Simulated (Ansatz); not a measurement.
The cluster SiPt2. The state is a singlet with charge 0. Geometry PBE0-D4/def2-TZVP.

```xyz
3

Pt   -0.985   -0.765   -1.654
Pt    0.985    0.765    1.654
Si    0.000    0.000    0.000
```

In the def2 sets Pt takes a core potential; there is no spin–orbit coupling. The structure comes from a short search, and lower isomers may exist.

Task: Estimate the orbital energies around the gap (eV) in Ansatz with revPBE-D4/def2-TZVP, r2SCAN-D4/def2-TZVPD, B97M-V/def2-TZVP, PBE0-D4/def2-SVP, PBE0-D4/def2-TZVP.

Result: 
| orbital | revPBE-D4/def2-TZVP | r2SCAN-D4/def2-TZVPD | B97M-V/def2-TZVP | PBE0-D4/def2-SVP | PBE0-D4/def2-TZVP |
| --- | --- | --- | --- | --- | --- |
| HOMO−5 | -6.10 | -6.38 | -6.19 | -7.30 | -7.26 |
| HOMO−4 | -5.48 | -5.74 | -5.67 | -6.90 | -6.88 |
| HOMO−3 | -5.48 | -5.74 | -5.67 | -6.90 | -6.88 |
| HOMO−2 | -5.43 | -5.69 | -5.63 | -6.85 | -6.83 |
| HOMO−1 | -5.43 | -5.69 | -5.63 | -6.85 | -6.83 |
| HOMO | -5.40 | -5.64 | -5.33 | -6.25 | -6.19 |
| LUMO | -3.63 | -3.46 | -3.48 | -2.78 | -2.84 |
| LUMO+1 | -2.93 | -2.87 | -2.84 | -2.28 | -2.25 |
| LUMO+2 | -2.93 | -2.87 | -2.84 | -2.28 | -2.25 |
| LUMO+3 | -1.43 | -1.20 | -1.44 | -0.63 | -0.70 |
| LUMO+4 | -0.31 | -0.18 | -0.31 | 0.42 | 0.36 |
| LUMO+5 | -0.31 | -0.18 | -0.31 | 0.42 | 0.36 |
